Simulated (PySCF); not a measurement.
How methods differ on the ionisation energy of W⁶¹⁺

W⁶¹⁺ [Ne] 3s2 3p1 (2P) → W⁶²⁺ [Ne] 3s2 (1S), as a difference of total energies. All numbers are calculated (PySCF 2.14, no relativity, point nucleus, in an uncontracted even-tempered set (16 s from 16 bohr⁻², ratio 2.5; 10 p from 21 bohr⁻², ratio 2.5; 4 d from 81 bohr⁻², ratio 2.7; 4 f from 120 bohr⁻², ratio 2.7)). Correlated levels: outer shells: 1s2 frozen; virtual orbitals above 40 to 60 times the deepest correlated orbital energy dropped. The calculations carry no spin-orbit coupling.

```csv
method,ionisation energy (eV)
UHF,6251.4
MP2 (outer shells),6251.4
SCS-MP2 (outer shells),6251.1
CCSD (outer shells),6250.9
CCSD(T) (outer shells),6250.9
```

A first-order spin-orbit estimate (lowest level to lowest level, LS coupling) adds 156.4 eV.

The gap to the reference is mostly relativistic.

First order in ζ underestimates the shift of j = l − 1/2 levels at high Z.

For comparison: 6735 ± 7 eV (semi-empirical (NIST evaluation); NIST Atomic Spectra Database, ionization energies).
